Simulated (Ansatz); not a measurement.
Consider the redistribution: `CB(C)BN` + `N=C[SiH2]N` → `CB(C)[SiH2]N` + `N=CBN`.

Gas-phase electronic energies from Ansatz, PBE0-D4/def2-TZVP geometries. CCSD(T)/CBS adds triple-zeta CCSD(T) − MP2 to the extrapolated MP2 energy (def2 sets, frozen cores). Functionals use def2-TZVPP. Each species was taken in one conformer, which may not be the lowest.

`CB(C)BN`:

```xyz
14

C    -1.433    0.569   -0.843
B    -0.011    0.103   -0.365
C     1.249    0.810   -0.982
B     0.154   -1.167    0.731
N     0.146   -1.051    2.120
H    -1.444    1.047   -1.828
H    -2.216   -0.191   -0.796
H    -1.729    1.349   -0.123
H     1.527    0.189   -1.849
H     2.133    0.838   -0.341
H     1.051    1.811   -1.380
H     0.288   -2.291    0.307
H     0.244   -1.839    2.738
H     0.042   -0.178    2.610
```

`N=C[SiH2]N`:

Cartesian coordinates in Å:
```
N -0.324 -1.444 -1.116
C -0.891 -0.884 -0.126
Si -0.086 0.633 0.674
N 1.390 1.139 -0.032
H -0.859 -2.248 -1.452
H -1.844 -1.260 0.285
H 0.150 0.290 2.103
H -1.072 1.743 0.585
H 2.181 0.516 0.046
H 1.354 1.515 -0.968
```

`CB(C)[SiH2]N`:

Cartesian coordinates in Å:
```
C 1.406 -0.716 -0.712
B 0.502 0.003 0.340
C 1.078 0.368 1.747
Si -1.417 0.508 -0.084
N -2.143 -0.060 -1.553
H 2.258 -1.256 -0.290
H 1.832 0.100 -1.320
H 0.872 -1.357 -1.418
H 0.583 1.193 2.265
H 0.898 -0.528 2.363
H 2.161 0.525 1.758
H -2.302 0.029 1.021
H -1.488 2.003 -0.093
H -1.737 0.190 -2.440
H -2.503 -1.001 -1.586
```

`N=CBN`:

Z-matrix (Å, degrees):
```
C
B 1 1.572
N 1 1.273 2 120.7
H 1 1.106 2 118.7 3 180.0
N 2 1.388 1 118.9 3 -179.9
H 2 1.194 1 121.2 3 0.1
H 3 1.022 1 111.4 2 180.0
H 5 1.005 2 123.2 1 180.0
H 5 1.007 2 123.3 1 0.0
```

```tsv
species	PBE-D4 energy (Eh)
`CB(C)BN`	-185.91738
`N=C[SiH2]N`	-440.44910
`CB(C)[SiH2]N`	-451.04071
`N=CBN`	-175.33137
```

**Question.** Work out ΔE.

**Answer.** ΔE = (-451.04071) + (-175.33137) − (-185.91738) − (-440.44910) = -0.00560 Eh = -14.7 kJ/mol. CCSD(T)/CBS gives -11.2 kJ/mol.

Largest T1 diagnostic among the species: 0.013.
